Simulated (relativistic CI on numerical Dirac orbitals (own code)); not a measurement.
# Crystal-field levels of Er³⁺, 4f11

Calculated by Dirac-Coulomb-Breit CI, KLI orbitals optimised for each configuration, a model potential for QED, valence Slater integrals scaled by 0.75, one configuration in a parametric crystal field (own radial code).

Field parameters in Wybourne normalisation. The field is a parameter set, without covalency.

S and J are read from ⟨S²⟩ = S(S + 1) and ⟨J²⟩ = J(J + 1) of each level; they are not fictitious spins.

D3d, B20 = 940, B40 = -910, B43 = -790, B60 = -20, B63 = -280, B66 = -580 cm⁻¹, the lowest 10 levels:

```tsv
E (cm⁻¹)	Degeneracy	Irrep	S	J
0.0	2	Γ4	1.47	7.50
1.1	2	Γ5+Γ6	1.47	7.50
8.2	2	Γ4	1.47	7.50
185	2	Γ5+Γ6	1.47	7.50
216	2	Γ4	1.47	7.50
322	2	Γ4	1.47	7.50
363	2	Γ5+Γ6	1.47	7.50
392	2	Γ4	1.47	7.50
6520	2	Γ4	1.49	6.50
6537	2	Γ5+Γ6	1.49	6.50
```

Principal g values of the ground doublet: 1.50, 6.94, 6.94.

D3h, B20 = 700, B40 = -190, B60 = 60, B66 = 270 cm⁻¹, the lowest 16 levels:

```tsv
E (cm⁻¹)	Degeneracy	S	J
0.0	2	1.47	7.50
6.5	2	1.47	7.50
13.5	2	1.47	7.50
131	2	1.47	7.50
137	2	1.47	7.50
142	2	1.47	7.50
160	2	1.47	7.50
188	2	1.47	7.50
6487	2	1.49	6.50
6498	2	1.49	6.50
6513	2	1.49	6.50
6562	2	1.49	6.50
6581	2	1.49	6.50
6603	2	1.49	6.50
6631	2	1.49	6.50
9743	2	1.33	5.50
```

Principal g values of the ground doublet: 0.44, 9.13, 9.13.

D4h, B20 = 1650, B40 = 1780, B44 = 920, B60 = -90, B64 = -510 cm⁻¹, the lowest 16 levels:

```
E (cm⁻¹)  Degeneracy  Irrep     S     J
     0.0           2     Γ7  1.47  7.50
    11.6           2     Γ6  1.47  7.50
    92.4           2     Γ6  1.47  7.50
     169           2     Γ7  1.47  7.50
     299           2     Γ7  1.47  7.50
     305           2     Γ6  1.47  7.50
     382           2     Γ7  1.47  7.50
     640           2     Γ6  1.47  7.50
    6521           2     Γ7  1.49  6.50
    6542           2     Γ6  1.49  6.50
    6611           2     Γ6  1.49  6.50
    6705           2     Γ6  1.49  6.50
    6707           2     Γ7  1.49  6.50
    6748           2     Γ7  1.49  6.50
    7009           2     Γ7  1.49  6.50
    9825           2     Γ7  1.33  5.50
```

Principal g values of the ground doublet: 2.34, 9.00, 9.00.

D3d, B20 = 2330, B40 = -730, B43 = -1300, B60 = 240, B63 = -440, B66 = -660 cm⁻¹, the lowest 10 levels:

```csv
E (cm⁻¹),Degeneracy,Irrep,S,J
0.0,2,Γ4,1.47,7.50
28.7,2,Γ5+Γ6,1.47,7.50
53.0,2,Γ4,1.47,7.50
301,2,Γ4,1.47,7.50
363,2,Γ5+Γ6,1.47,7.50
505,2,Γ4,1.47,7.50
612,2,Γ4,1.47,7.50
703,2,Γ5+Γ6,1.47,7.50
6539,2,Γ4,1.49,6.50
6571,2,Γ5+Γ6,1.49,6.50
```

Principal g values of the ground doublet: 0.99, 9.27, 9.27.

D4h, B20 = 630, B40 = 1760, B44 = 930, B60 = 630, B64 = 840 cm⁻¹, the lowest 16 levels:

| E (cm⁻¹) | Degeneracy | Irrep | S | J |
| --- | --- | --- | --- | --- |
| 0.0 | 2 | Γ7 | 1.47 | 7.50 |
| 24.7 | 2 | Γ7 | 1.47 | 7.50 |
| 145 | 2 | Γ6 | 1.47 | 7.50 |
| 222 | 2 | Γ6 | 1.47 | 7.50 |
| 331 | 2 | Γ6 | 1.47 | 7.50 |
| 375 | 2 | Γ7 | 1.47 | 7.50 |
| 451 | 2 | Γ7 | 1.47 | 7.50 |
| 670 | 2 | Γ6 | 1.47 | 7.50 |
| 6598 | 2 | Γ6 | 1.49 | 6.50 |
| 6604 | 2 | Γ7 | 1.49 | 6.50 |
| 6684 | 2 | Γ6 | 1.49 | 6.50 |
| 6705 | 2 | Γ7 | 1.49 | 6.50 |
| 6783 | 2 | Γ6 | 1.49 | 6.50 |
| 6786 | 2 | Γ7 | 1.49 | 6.49 |
| 6965 | 2 | Γ7 | 1.49 | 6.50 |
| 9899 | 2 | Γ6 | 1.33 | 5.50 |

Principal g values of the ground doublet: 5.54, 6.82, 6.82.

The next free-ion level lies 6457 cm⁻¹ above the lowest; the field splits the ground level into components whose J stays near 15/2 as long as their spread is small against that gap.

Levels of this model without a field, named by their leading LS term (the scale mimics covalency, so terms lie below those of the real free ion): 4I°_15/2 0, 4I°_13/2 6457, 4I°_11/2 9684, 4I°_9/2 11435, 4F°_9/2 14876, 4S°_3/2 17966, 2H°_11/2 17988, 4F°_7/2 20231 cm⁻¹.
